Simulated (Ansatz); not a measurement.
```yaml
crystal:
  periodic: [false, false, false]
  atoms:
    - {symbol: Ge, position_ang: [-0.766681, -2.044708, 0.132893]}
    - {symbol: Ge, position_ang: [2.157541, 0.357175, -0.072345]}
    - {symbol: Ge, position_ang: [-1.391183, 1.687675, -0.060781]}
    - {symbol: S, position_ang: [0.785135, 2.094341, -0.115444]}
    - {symbol: S, position_ang: [-2.676846, 3.249653, -0.128102]}
    - {symbol: S, position_ang: [4.153642, 0.686388, -0.138572]}
    - {symbol: S, position_ang: [-1.475309, -3.936345, 0.262236]}
    - {symbol: S, position_ang: [-2.209355, -0.365174, 0.079948]}
    - {symbol: S, position_ang: [1.423056, -1.728994, 0.040166]}
basis:
  gaussian: {orbitals: def2-TZVP, initial_orbitals: start.molden}
total_charge: 1
magnetization: {spin_polarized: true, initial_magnetization: 1}
hamiltonian: {xc: {name: CAM-B3LYP}, dispersion: d4}
scf: {omitted_lower_state_checks: [starts]}
output: {orbitals: {seedname: orbitals}}
```

The file start.molden holds the orbitals of an earlier run on this structure, at another level or in another basis.

```sh
$ ansatz run in.yaml --threads 4 --pin off --events-out ev --progress --plain --max-ram 6963MiB
```

Does this run fit into the memory that it is given?

No. It has 366 basis functions, and Ansatz plans for 9 GiB where 7 GiB are given.
